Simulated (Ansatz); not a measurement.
Geometry optimisation, Ansatz, RKS LDA/6-31G*.

The input (input.yaml):

```yaml
crystal:
  periodic: [false, false, false]
  atoms:
    - { symbol: C, position_ang: [-1.6368, -0.1636, -0.4708] }
    - { symbol: Si, position_ang: [-0.2502, -1.0467, 0.2624] }
    - { symbol: B, position_ang: [0.8464, 0.2043, 1.219] }
    - { symbol: S, position_ang: [2.7323, 0.4893, 0.6842] }
    - { symbol: S, position_ang: [2.0902, 2.0225, -0.6712] }
    - { symbol: H, position_ang: [-2.2767, 0.3756, 0.3236] }
    - { symbol: H, position_ang: [-1.2774, 0.663, -1.1702] }
    - { symbol: H, position_ang: [-2.2906, -0.8103, -1.0494] }
    - { symbol: H, position_ang: [0.5396, -1.6556, -0.7691] }
    - { symbol: H, position_ang: [-0.7426, -2.0755, 1.2064] }
    - { symbol: H, position_ang: [0.4263, 0.8153, 2.1615] }
    - { symbol: H, position_ang: [1.9165, 1.1264, -1.6924] }
basis:
  gaussian: { orbitals: "6-31G*" }
hamiltonian:
  xc: lda
relax:
  f_tol: 0.015
  max_steps: 40
```

Command:

```bash
$ ansatz run input.yaml --threads 2 --pin off --max-ram 3072MiB --backend cpu --events-out ev --progress --plain --runs-dir out
```

**Question.** Where does it end, and by what steps?

**Answer.** It converged. After 13 steps the energy has fallen by 1.241 eV; H11 moved furthest, 0.68 Å. Joined: B3–S5 (2.90 → 1.97 Å).

| step | energy less start (eV) | largest force component (eV/Å) | accepted |
| --- | --- | --- | --- |
| 0 | 0.0000 | 2.570 | yes |
| 1 | -0.4994 | 1.139 | yes |
| 2 | -0.8223 | 0.593 | yes |
| 3 | -1.0955 | 0.614 | yes |
| 4 | -1.1259 | 0.865 | yes |
| 5 | -1.1909 | 0.279 | yes |
| 6 | -1.2127 | 0.283 | yes |
| 7 | -1.2266 | 0.113 | yes |
| 8 | -1.2335 | 0.152 | yes |
| 9 | -1.2376 | 0.177 | yes |
| 10 | -1.2398 | 0.086 | yes |
| 11 | -1.2408 | 0.054 | yes |
| 12 | -1.2411 | 0.020 | yes |
| 13 | -1.2412 | 0.004 | yes |

```xyz
12
Properties=species:S:1:pos:R:3
C -1.848 -0.168 -0.488
Si -0.173 -0.759 0.124
B 0.983 0.590 1.037
S 2.821 0.081 1.085
S 2.135 1.473 -0.289
H -2.482 0.138 0.363
H -1.745 0.704 -1.159
H -2.377 -0.964 -1.040
H 0.657 -1.196 -1.079
H -0.368 -1.993 0.968
H 0.642 1.394 1.868
H 1.833 0.644 -1.356
```

Whether the end is a true minimum wasn't checked by a vibrational analysis.

The run took 8.9 s on 2 threads of AMD EPYC 9R45 96-Core Processor (Zen 5), on a shared host, peak memory 0.17 GiB.
